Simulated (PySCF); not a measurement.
## Correlation energy of Bi (bismuth, neutral)

[Xe] 4f14 5d10 6s1 6p4, high-spin 4P determinant (an excited configuration). All numbers are calculated (PySCF 2.14, scalar relativity by spin-free X2C-1e, in ANO-RCC-VTZP (8s7p5d3f2g, 93 functions)). Frozen: [Kr] 4d10 4f14; 23 electrons correlated.

```tsv
level	correlation energy (mhartree)
CCSD	-609.28
(T)	-33.42
CCSD(T)	-642.70
```

Diagnostics: T1 = 0.019, D1 = 0.1138, largest double amplitude 0.335.

Question: Is a single reference adequate?

Answer: Not fully. Spin-orbit coupling is strong in this species (close to jj coupling), so the high-spin LS determinant is a model state, not a physical level. A double-excitation amplitude exceeds 0.15, a sign of near-degeneracy.

Spin-orbit coupling is strong in this species, so the high-spin LS determinant is a model state.
